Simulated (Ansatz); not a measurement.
Spectroscopic constants of MgO, closed-shell singlet (the spin of the measured ground state).

The constants come from a fifth-degree fit in 1/R (seven points, main isotopes). Runs in def2 and cc sets follow the lowest solution found near the PBE0 minimum. The singlet is held restricted.

Codes used: Ansatz (Gaussian basis) for Hartree–Fock, density functionals and correlated methods. Values without a source in brackets are computed.

Energies at SVWN5/def2-TZVPP:

| R (Å) | E (hartree) |
|---|---|
| 1.611464 | -273.77585825 |
| 1.654783 | -273.78062135 |
| 1.694636 | -273.78281017 |
| 1.739688 | -273.78323775 |
| 1.784739 | -273.78192355 |
| 1.836722 | -273.77872152 |
| 1.897369 | -273.77328082 |

**Question.** With a reduced mass of 9.5958 u, find the minimum, the force constant and the constants.

**Answer.** A fifth-degree polynomial in 1/R puts the minimum at r_e = 1.7269 Å with force constant 398 N/m. Then ω_e = (1/2πc)√(k/μ) = 839 cm⁻¹ and B_e = h/(8π²cμr_e²) = 0.5891 cm⁻¹; the cubic and quartic terms give α_e = 0.0049 and ω_e x_e = 4.7 cm⁻¹.

Ansatz is an electronic-structure program.
